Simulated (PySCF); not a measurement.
Computed shifts of a molecule C₅H₆S, PBE/pcSseg-1 (PySCF), GIAO, gas phase, equivalent atoms averaged, in ppm (number of nuclei): ¹³C: 142.0 (1), 132.7 (1), 131.2 (1), 126.5 (1), 19.8 (1). ¹H: 7.21 (1), 7.18 (1), 6.86 (1), 2.66 (3). References: ¹³C against TMS (σ = 182.0 ppm); ³³S against H2S (σ = 706.5 ppm); ¹H against TMS (σ = 31.49 ppm), references at their B3LYP-D3(BJ)/def2-TZVP geometries, non-relativistic. Coordinates come from a PBE0-D3(BJ)/def2-SVP optimisation. The values are those of a single conformer.

Pick the molecule that these values belong to.
A) C=C1CC(=C)S1
B) C#C[C@H]1C[C@H]1S
C) Cc1ccsc1
D) C=CC#CCS

C, Cc1ccsc1
